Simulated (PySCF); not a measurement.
Compound: C₄H₁₀PSi (doublet state).
Structure used (GFN2-xTB), in Å, numbered top down from 1:
```
atom  x, y, z in Å
C1    -2.040   -0.465    0.610
C2    -1.471    0.692   -0.178
C3    -1.020    0.531   -1.553
C4     0.016    0.774   -0.555
Si5    1.286   -0.566   -0.124
P6     3.215    0.548    0.134
H7    -3.121   -0.503    0.486
H8    -1.822   -0.349    1.671
H9    -1.618   -1.406    0.267
H10   -1.920    1.644    0.094
H11   -1.142   -0.289   -2.229
H12    0.428    1.780   -0.510
H13    0.900   -1.333    1.071
H14    1.461   -1.522   -1.225
H15    2.924    1.011    1.404
H16    3.913   -0.538    0.626
```

The hyperfine couplings belong to this conformer and change with its torsions.

Identity: `C[C@@H]1[CH][C@@H]1[SiH2]P` [radical].

The calculation used UKS B3LYP, pcH-1 on C H P Si, non-relativistic, mean-field spin-orbit, GIAO in PySCF. One conformer (not necessarily the lowest) at the GFN2-xTB geometry, without solvent, vibrations or thermal averaging. Couplings are sensitive to structure, and on GFN2-xTB geometries they can be far from those on DFT ones. Stability of the SCF solution: not tested.

Principal values of hyperfine tensors in MHz (contact, dipolar and spin–orbit terms together), for some of the nuclei:

```
atom  isotope      A1      A2      A3
  C3      13C  208.10  212.17  427.69
 H12       1H   94.58   96.72  111.60
 Si5     29Si  -46.48  -35.23  -34.79
  C4      13C  -28.23  -23.40  -14.37
  C1      13C   17.32   17.34   24.60
  C2      13C  -21.18  -17.24  -11.87
  H8       1H   11.88   12.89   17.23
 H13       1H   10.59   11.03   14.82
```

Split each tensor into its isotropic and traceless parts, and turn a_iso into mT with g = 2.0026.

a_iso = (A1 + A2 + A3)/3, Ti = Ai − a_iso; 1 mT corresponds to 28.030 MHz. The tensors hold a spin–orbit part: the run splits a_iso into a_FC + a_SO, and T includes its anisotropic share.

| atom | a_iso (MHz) | a_FC | a_SO | a_iso (mT) | T1 | T2 | T3 |
| --- | --- | --- | --- | --- | --- | --- | --- |
| C3 | 282.65 | 282.73 | -0.08 | 10.084 | -74.55 | -70.49 | 145.04 |
| H12 | 100.97 | 100.97 | 0.00 | 3.602 | -6.39 | -4.25 | 10.63 |
| Si5 | -38.84 | -38.88 | 0.04 | -1.386 | -7.65 | 3.60 | 4.05 |
| C4 | -22.00 | -22.00 | 0.00 | -0.785 | -6.23 | -1.40 | 7.63 |
| C1 | 19.76 | 19.76 | 0.00 | 0.705 | -2.43 | -2.41 | 4.85 |
| C2 | -16.77 | -16.77 | 0.00 | -0.598 | -4.41 | -0.48 | 4.89 |
| H8 | 14.00 | 14.00 | 0.00 | 0.500 | -2.12 | -1.11 | 3.23 |
| H13 | 12.15 | 12.15 | 0.00 | 0.433 | -1.56 | -1.12 | 2.68 |

What spin density at the nucleus of C4 lies behind its contact coupling (g_N = 1.40482)?

a_FC = (2μ0/3) gₑ μB g_N μN ρ(0)/(2S·h) = 800.24 MHz × g_N × ρ(0)/(2S), with ρ in bohr⁻³. With a_FC = -22.00 MHz and 2S = 1, ρ(0) = -0.01957 bohr⁻³.

H10 (1H, g_N = 5.58569) isn't in the table. Its spin density at the nucleus is 0.01573 bohr⁻³. What is its contact coupling?

By the same relation, a_FC = 70.3 MHz. Its full tensor has the principal values 64.14, 66.37, 80.44 MHz.

Name the largest traceless tensor T of the table and describe it.

C3: -74.6, -70.5, 145.0 MHz, nearly axial, close to the ratio −1:−1:+2, the form that spin in one p orbital centred on that nucleus gives.

What first-order splitting does Si5 cause when the field lies along A1, A2 or A3 of its tensor (g taken as isotropic, no quadrupole term)?

2 lines (I = 1/2), spaced by |A_i|/(g × 13.996): 1.66, 1.26, 1.24 mT along the axes of A1, A2 and A3.

The run took 1.9 min wall (with the writing of density and orbital grids) on one thread of an Intel Xeon at 2.70 GHz (shared host), and the process peaked at 0.96 GiB of memory.
